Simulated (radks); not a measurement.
Q: Radial electron density D(r) = 4 pi r^2 rho(r) of an atom or ion with 48 electrons. Calculated with a radial shooting solver on a logarithmic mesh with Libxc functionals: non-relativistic Kohn-Sham, LDA (Slater exchange, Perdew-Wang correlation), spin-polarised, spherical densities, point nucleus.

r (bohr),D(r) (e/bohr)
0.001029,1.471
0.001351,2.445
0.001773,4.019
0.002327,6.507
0.003055,10.34
0.004009,16.00
0.005263,23.97
0.006908,34.39
0.009067,46.64
0.0119,58.86
0.01562,67.93
0.0205,70.71
0.02691,67.09
0.03533,62.80
0.04637,66.98
0.06086,81.68
0.07925,93.34
0.104,87.33
0.1365,72.26
0.1792,73.13
0.2352,79.98
0.3088,60.28
0.4053,31.99
0.532,29.46
0.6983,31.72
0.9166,19.26
1.203,7.394
1.579,2.725
2.073,0.7877
2.721,0.09461
3.571,0.003135

What is the nuclear charge?

A: Z = 56. The innermost maximum, from 1s, lies near 1/Z = 0.0179 bohr (found: 0.0199), and its height grows with Z. The density is that of the barium ion Ba8+ in [Kr] 4d10 5s2; the configuration itself is not fixed sharply by these data, and Z only to a few units. D(r) has 4 maxima, at r = 0.0199, 0.0838, 0.228, 0.639 bohr, and minima at 0.0368, 0.154, 0.472 bohr, inside which lie 1.99, 11.39, 29.05 electrons.
